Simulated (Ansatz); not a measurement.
Born–Oppenheimer molecular dynamics of C₂H₇ClOSi₂ (13 atoms, charge 0, multiplicity 1). It goes on from the last frame of an earlier run, with new velocities.

Level of theory: UKS PBE0-D4/STO-3G (Ansatz).

| Property | Result |
| --- | --- |
| ensemble | NVT, Langevin thermostat |
| time step | 0.5 fs |
| steps asked | 126 |
| set temperature | 700 K |
| friction | 0.01 /fs |
| temperature schedule | 31 steps to 700 K, then 94 steps to 10 K |
| seed | 948695 |

First frame:

```xyz
13
Properties=species:S:1:pos:R:3
C -0.545 -0.214 1.782
C 0.462 -0.060 0.585
O 0.978 -1.200 -0.280
Si -0.033 -0.982 -1.781
Si 0.017 1.065 -0.898
Cl -1.470 2.430 -0.387
H -1.424 0.378 1.431
H -0.279 0.345 2.659
H -0.941 -1.227 2.137
H 1.530 0.413 0.928
H -1.291 -1.707 -1.506
H 0.812 -1.244 -2.861
H 1.059 1.754 -1.591
```

Task: How far do the bonds stretch over the last three quarters of this one trajectory? (Pairs bonded in most of those frames.)

Result: 
```
   bond  mean (Å)  spread (Å)  shortest  longest
  C1–C2     1.584       0.077      1.47     1.70
  C1–H7     1.102       0.012      1.08     1.13
  C1–H8     1.104       0.035      1.05     1.16
  C1–H9     1.103       0.022      1.07     1.14
  C2–O3     1.485       0.050      1.41     1.57
 C2–Si5     1.905       0.066      1.81     2.03
 C2–H10     1.119       0.050      1.04     1.19
 O3–Si4     1.758       0.036      1.70     1.83
Si4–Si5     2.248       0.024      2.19     2.29
Si4–H11     1.453       0.009      1.44     1.47
Si4–H12     1.460       0.032      1.40     1.52
Si5–Cl6     2.101       0.036      2.06     2.18
Si5–H13     1.459       0.049      1.38     1.54
```

Mean temperature of the second half: 662 K. The schedule's set-point averaged 234 K over the second half and the system 662 K, so it lags behind the ramp. A run of 0.063 ps of so small a system gives no equilibrium averages. Limits of this set-up: minimal basis.

Time of the run: 12 min on 1 thread of Intel(R) Xeon(R) Platinum 8375C CPU @ 2.90GHz (Ice Lake), on a shared host, peak memory 0.24 GiB.
